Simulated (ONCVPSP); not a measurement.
## What one change does to a pseudopotential (oxygen, ONCV)

oxygen, optimised norm-conserving Vanderbilt (ONCV), made with ONCVPSP 4.0.1 (LDA (Perdew-Wang 92), scalar-relativistic). Core [He], reference 2s2 2p3.5 (charge +0.5). Waves: 2s: rc 0.75 bohr, ncon 4, nbas 7, qcut 9.4 1/bohr, 2 projectors, debl 2.2 Ha; 2p: rc 1.10 bohr, ncon 5, nbas 10, qcut 14.3 1/bohr, 2 projectors, debl 1.4 Ha; d scattering state at 0.29 Ha: rc 1.00 bohr, ncon 3, nbas 8, qcut 9.7 1/bohr, 1 projector. Local part: polynomial inside 0.55 bohr (lpopt 3, dvloc0 3 Ha). Core correction: polynomial model core, fcfact 0.25.

Change: all radii but the core radius scaled by about 0.88 (s 0.66, p 0.96, d 0.88 bohr); local potential polynomial inside 0.48 bohr (lpopt 3, dvloc0 3 Ha).

Cutoffs: the cutoffs (Ha) at which the residual kinetic energy of the hardest occupied pseudo-wave falls to 1 and 0.1 mHa per electron; they do not see the model core or the augmentation charge, which bear on the density cutoff. Errors are all-electron minus pseudo energies relative to the spin-unpolarised reference configuration.

Q: Predict the effect on cutoff, ghosts and configuration errors.

A: The potential gets harder (60 Ha and 89 Ha → 67 Ha and 222 Ha); of the 4 tests that both files solve, the error grows in 1 and shrinks in 2 by more than 15 % and 0.3 meV (median size 5.5 → 1.6 meV); neither file shows a bound ghost. A smaller radius makes the pseudo-wave follow the all-electron one further in, where it bends more sharply, so more plane waves are needed.

```tsv
quantity	base	changed
cutoff, loose	60 Ha	67 Ha
cutoff, tight	89 Ha	222 Ha
loose cutoff by channel	s 42 Ha, p 60 Ha	s 41 Ha, p 67 Ha
bound ghosts	none	none
GHOST(+) flags under 300 eV	none	none
error for 2s2 2p4, meV [ΔE -6.37 eV]	+0.7	+0.6
error for 2s2 2p3, meV [ΔE 10.22 eV]	0.0	-0.4
error for 2s2 2p2, meV [ΔE 43.93 eV]	+10	+2.7
error for 2s0 2p6, meV [ΔE 22.86 eV]	+35	+28
rms error of d²Exc/dni dnj with the model core, mHa	1.07	1.00
```
